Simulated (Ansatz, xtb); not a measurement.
**Cl2Ga2H6N2: which of two structures lies lower**

Structure a is a singlet given by its coordinates and structure b is `[Cl][Ga@H-]1[NH2+][Ga@@H-]([Cl])[NH2+]1`, a singlet. Both are isolated molecules in the gas phase, relaxed with PBE0-D4/def2-SVP.

a (Å):

```xyz
12

Cl    1.1530   -2.0342    3.0076
Cl   -0.0239   -3.0091   -0.2916
Ga    0.8893   -0.9687   -1.3126
Ga   -0.3420   -1.5637    1.5105
N    -0.3111   -0.2829   -2.5112
N     0.4785   -0.1044    0.4434
H    -0.1757   -0.5009   -3.4935
H    -1.3033   -0.3443   -2.3022
H     2.3954   -1.2343   -1.5743
H     1.3224    0.2233    0.9173
H    -0.1210    0.7115    0.3087
H    -1.8490   -1.4296    1.8608
```

Close contacts (Å): Cl1–Ga4 2.17, Cl2–Ga3 2.46, Cl2–Ga4 2.33, Ga3–N5 1.83, Ga3–N6 2.00, Ga4–N6 1.99, Ga3–H9 1.55, Ga4–H12 1.55, N5–H7 1.02, N5–H8 1.02, N6–H10 1.02, N6–H11 1.02.

b (Å):

```xyz
12

Cl   -1.7715   -1.7603    1.6429
Cl   -1.3944    2.6284   -0.2876
Ga    0.0486   -1.3753    0.5156
Ga    0.2773    1.2860   -0.6550
N     0.6927    0.4265    1.1049
N    -0.5295   -0.4712   -1.1748
H     1.1506   -2.4635    0.3532
H     0.1076    0.8055    1.8523
H     1.6590    0.4845    1.4256
H     1.5112    1.7335   -1.4928
H    -1.5479   -0.4105   -1.2356
H    -0.2036   -0.8836   -2.0487
```

**Question.** Estimate which is lower in electronic energy at CCSD(T)/def2-SVP + ΔMP2/def2-TZVPP, and by roughly how much.

**Answer.** The CCSD(T)/def2-SVP + ΔMP2/def2-TZVPP calculation puts structure b lower, by 0.782 eV.

The same difference at several levels:

| level | geometry | E(b) − E(a) (eV) | departure from the last row (eV) | job, with rough time for the two |
| --- | --- | --- | --- | --- |
| GFN2-xTB | GFN2-xTB | −0.237 | +0.545 | optimisation, 0.39 s |
| HF/STO-3G | GFN2-xTB | −1.450 | −0.668 | single point, 1.9 s |
| r2SCAN-D4/def2-SVP | GFN2-xTB | −0.833 | −0.051 | single point, 12 s |
| PBE0-D4/def2-SVP | PBE0-D4/def2-SVP | −0.824 | −0.042 | optimisation, 3.4 min |
| HF/def2-SVP | PBE0-D4/def2-SVP | −0.861 | −0.079 | part of the CCSD(T) run |
| MP2/def2-SVP | PBE0-D4/def2-SVP | −0.851 | −0.069 | part of the CCSD(T) run |
| CCSD(T)/def2-SVP | PBE0-D4/def2-SVP | −0.838 | −0.056 | single point |
| CCSD(T)/def2-SVP + ΔMP2/def2-TZVPP | PBE0-D4/def2-SVP | −0.782 |  | single point, 4.6 min |

None of the levels shown reverses the order. The largest departure from CCSD(T)/def2-SVP + ΔMP2/def2-TZVPP is that of HF/STO-3G, 0.668 eV. The last row adds to CCSD(T) the change of the MP2 difference between the two basis sets, here +0.056 eV.

With thermal terms from frequencies at re-optimised GFN2-xTB minima (ideal gas, soft modes damped towards free rotors, one conformer each, 298.15 K, 1 atm): the zero-point term adds +0.044 eV; ΔH is −0.764 and ΔG −0.687 eV.

The correlated steps freeze 30 core orbitals; the filled d shell of Ga is correlated, in a basis made for valence electrons. Mirror images aren't counted in ΔG. Run with Ansatz 0.2.0, xtb 6.7.1; the last row on 2 threads of Arm Neoverse V1 on a shared host.
